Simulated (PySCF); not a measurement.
## Calculated data, CH$_{5}$B$_{2}$O, C$_{2}$H$_{6}$BO, BH$_{4}$O$_{2}$Si, Al$_{2}$BH$_{4}$ and others

Calculation on a computer-drawn molecule: the log of a Hartree-Fock and frozen-core CCSD(T) single point meant for a local Hartree-Fock minimum, with one planted fault or none, to be diagnosed. Offsets are logged minus clean, where the clean run is the same molecule without the fault. The reference is restricted for singlets and unrestricted otherwise, and also for a bond in bohr or an excited solution. Adding or removing an electron swaps singlet and doublet. The excited solution moves the top pair (singlet) or top alpha electron (doublet) to the lowest empty orbital. Highest occupied and lowest empty are orbital energies over both spins, largest force is the largest gradient component, triples share is (T) over the correlation energy, the T1 limit is 0.02 restricted and 0.045 unrestricted, electrons count all cores, a negative frequency is imaginary (commonest isotopes), and the dipole is about the centre of nuclear charge. Program: PySCF 2.14.0.

Common to all runs: meant charge 0; meant multiplicity 2; logged SCF converged yes; possible faults no fault, one electron removed, one electron added, multiplicity raised by two, geometry at a saddle point, SCF held on an excited solution, minimal basis STO-3G, one bond length entered in bohr, all coordinates scaled.

```json
{"entry": 1, "formula": "CH5B2O", "logged_structure": {"atoms_angstrom": [["B", -1.6468, 3.3274, -0.8196], ["O", -0.9894, 2.6158, 0.1145], ["B", 0.2959, 2.803, 0.5728], ["C", 0.8775, 1.8457, 1.6719], ["H", -2.7766, 3.0567, -1.1322], ["H", 0.9451, 3.7017, 0.1064], ["H", 1.2585, 2.4275, 2.5183], ["H", 0.1545, 1.1145, 2.0375], ["H", 1.7437, 1.31, 1.2648]]}, "given": {"meant_basis": "cc-pVDZ", "logged_electrons": 28, "logged_basis_functions": 81, "logged_spin_squared": 0.0, "logged_highest_occupied [eV]": -17.445, "logged_lowest_empty [eV]": -6.8059, "logged_largest_force [hartree/bohr]": 0.10968, "logged_T1_diagnostic": 0.021757, "logged_D1_diagnostic": 0.078379, "logged_triples_share": 0.03043, "logged_CC_converged": "yes", "logged_dipole_magnitude [debye]": 7.2276, "logged_SCF_stable_within_its_kind": "yes", "logged_energy_HF [hartree]": -164.75293, "logged_energy_CCSD(T) [hartree]": -165.28, "drawn_bonds_atom": [1, 2, 3, 1, 3, 4, 4, 4], "drawn_bonds_other_atom": [2, 3, 4, 5, 6, 7, 8, 9], "drawn_bonds_order": [1, 1, 1, 1, 1, 1, 1, 1]}, "results": {"planted_fault": "one electron removed", "HF_energy_offset_from_clean_run [kcal/mol]": 183.0, "CCSD(T)_energy_offset_from_clean_run [kcal/mol]": 180.9}, "notes": ["T1 above single-reference limit"]}
{"entry": 2, "formula": "C2H6BO", "logged_structure": {"atoms_angstrom": [["B", -2.592, 1.5252, -1.3309], ["O", -2.0137, 0.7939, -2.2719], ["C", -0.6697, 0.9466, -2.708], ["C", 0.1139, -0.3169, -2.4232], ["H", -2.0479, 2.4176, -0.7255], ["H", -0.2196, 1.8096, -2.2141], ["H", -0.7041, 1.1448, -3.7791], ["H", 1.131, -0.2216, -2.8101], ["H", -0.3607, -1.176, -2.8995], ["H", 0.1692, -0.5059, -1.3493]]}, "given": {"meant_basis": "cc-pVDZ", "logged_electrons": 31, "logged_basis_functions": 86, "logged_spin_squared": 0.7541, "logged_highest_occupied [eV]": -8.7472, "logged_lowest_empty [eV]": 3.2995, "logged_largest_force [hartree/bohr]": 9.6967e-06, "logged_lowest_frequency [cm^-1]": 55.776, "logged_T1_diagnostic": 0.014526, "logged_D1_diagnostic": 0.054489, "logged_triples_share": 0.027136, "logged_CC_converged": "yes", "logged_dipole_magnitude [debye]": 2.2819, "logged_SCF_stable_within_its_kind": "yes", "logged_energy_HF [hartree]": -178.75789, "logged_energy_CCSD(T) [hartree]": -179.35289, "drawn_bonds_atom": [1, 2, 3, 1, 3, 3, 4, 4, 4], "drawn_bonds_other_atom": [2, 3, 4, 5, 6, 7, 8, 9, 10], "drawn_bonds_order": [1, 1, 1, 1, 1, 1, 1, 1, 1]}, "results": {"planted_fault": "no fault", "HF_energy_offset_from_clean_run [kcal/mol]": 0.0, "CCSD(T)_energy_offset_from_clean_run [kcal/mol]": 0.0}}
{"entry": 3, "formula": "BH4O2Si", "logged_structure": {"atoms_angstrom": [["B", -1.8705, 1.7206, 0.8847], ["O", -0.788, 1.0216, 0.5324], ["Si", 0.7907, 1.3749, 0.1492], ["O", 0.9997, 1.3294, -1.4718], ["H", -2.9449, 1.2015, 1.0539], ["H", 1.5958, 0.3449, 0.8223], ["H", 1.1291, 2.7349, 0.5788], ["H", 0.8867, 0.5153, -1.9391]]}, "given": {"meant_basis": "cc-pV(D+d)Z", "logged_electrons": 39, "logged_basis_functions": 85, "logged_spin_squared": 0.7536, "logged_highest_occupied [eV]": -8.7764, "logged_lowest_empty [eV]": 3.0116, "logged_largest_force [hartree/bohr]": 1.7093e-05, "logged_lowest_frequency [cm^-1]": 63.406, "logged_T1_diagnostic": 0.015227, "logged_D1_diagnostic": 0.047717, "logged_triples_share": 0.022753, "logged_CC_converged": "yes", "logged_dipole_magnitude [debye]": 1.5598, "logged_SCF_stable_within_its_kind": "yes", "logged_energy_HF [hartree]": -465.75361, "logged_energy_CCSD(T) [hartree]": -466.32831, "drawn_bonds_atom": [1, 2, 3, 1, 3, 3, 4], "drawn_bonds_other_atom": [2, 3, 4, 5, 6, 7, 8], "drawn_bonds_order": [1, 1, 1, 1, 1, 1, 1]}, "results": {"planted_fault": "no fault", "HF_energy_offset_from_clean_run [kcal/mol]": 0.0, "CCSD(T)_energy_offset_from_clean_run [kcal/mol]": 0.0}}
{"entry": 4, "formula": "Al2BH4", "logged_structure": {"atoms_angstrom": [["B", -3.0854, -0.9432, 0.5549], ["Al", -1.7309, -0.7003, -0.9725], ["Al", 0.3019, 0.9445, -0.7554], ["H", -3.8531, -1.0619, 1.4579], ["H", -2.0097, -1.5735, -2.2713], ["H", 1.7068, 0.4753, -0.1797], ["H", 0.2037, 2.4676, -1.1976]]}, "given": {"meant_basis": "cc-pV(D+d)Z", "logged_electrons": 35, "logged_basis_functions": 80, "logged_spin_squared": 3.7864, "logged_highest_occupied [eV]": -6.1086, "logged_lowest_empty [eV]": -1.3401, "logged_largest_force [hartree/bohr]": 0.026655, "logged_T1_diagnostic": 0.090953, "logged_D1_diagnostic": 0.4209, "logged_triples_share": 0.039985, "logged_CC_converged": "yes", "logged_dipole_magnitude [debye]": 2.8082, "logged_SCF_stable_within_its_kind": "yes", "logged_energy_HF [hartree]": -510.653, "logged_energy_CCSD(T) [hartree]": -510.89791, "drawn_bonds_atom": [1, 2, 1, 2, 3, 3], "drawn_bonds_other_atom": [2, 3, 4, 5, 6, 7], "drawn_bonds_order": [1, 1, 1, 1, 1, 1]}, "results": {"planted_fault": "multiplicity raised by two", "HF_energy_offset_from_clean_run [kcal/mol]": 59.31, "CCSD(T)_energy_offset_from_clean_run [kcal/mol]": 58.66}, "notes": ["T1 above single-reference limit"]}
{"entry": 5, "formula": "AlB2H5N", "logged_structure": {"atoms_angstrom": [["B", -1.0079, -2.0067, -1.7495], ["Al", 0.2682, -0.4142, -1.4442], ["B", 0.2907, 0.7233, 0.401], ["N", 1.1629, 1.7944, 0.5801], ["H", -1.7475, -2.9256, -1.9197], ["H", 1.2343, -0.0883, -2.6718], ["H", -0.4391, 0.4794, 1.333], ["H", 1.195, 2.3364, 1.4204], ["H", 1.8177, 2.1019, -0.109]]}, "given": {"meant_basis": "cc-pV(D+d)Z", "logged_electrons": 35, "logged_basis_functions": 90, "logged_spin_squared": 0.762, "logged_highest_occupied [eV]": -7.3598, "logged_lowest_empty [eV]": 0.14974, "logged_largest_force [hartree/bohr]": 0.013636, "logged_dipole_magnitude [debye]": 2.2259, "logged_SCF_stable_within_its_kind": "no", "logged_energy_HF [hartree]": -348.57307, "drawn_bonds_atom": [1, 2, 3, 1, 2, 3, 4, 4], "drawn_bonds_other_atom": [2, 3, 4, 5, 6, 7, 8, 9], "drawn_bonds_order": [1, 1, 1, 1, 1, 1, 1, 1]}, "results": {"planted_fault": "SCF held on an excited solution", "HF_energy_offset_from_clean_run [kcal/mol]": 12.75}, "notes": ["coupled-cluster numbers left out as unreliable"]}
```
